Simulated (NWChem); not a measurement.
CH₃CdFO; SMILES [O](C)[Cd][F]

```xyz
7

Cd     0.0612    -0.3421    -0.0026
F     -0.2202    -2.2459     0.0072
O      0.5012     1.5657     0.0070
C     -0.4624     2.5716     0.0011
H     -1.1282     2.5624     0.8886
H      0.0531     3.5500     0.0053
H     -1.1160     2.5642    -0.8955
```
Atoms are numbered in this order, from 1.

All runs: NWChem. Coordinates come from a PBE0/def2-SVP (def2 core potentials past Kr) optimisation.

### Question
Estimate the computed values for TPSS/STO-3G (all-electron, non-relativistic). Quantities: highest occupied level (eV); orbital gap (eV); dipole (D).

### Answer
The highest occupied level (eV) comes out as -1.17. The orbital gap (eV) is 4.49. The dipole (D) is 0.50.
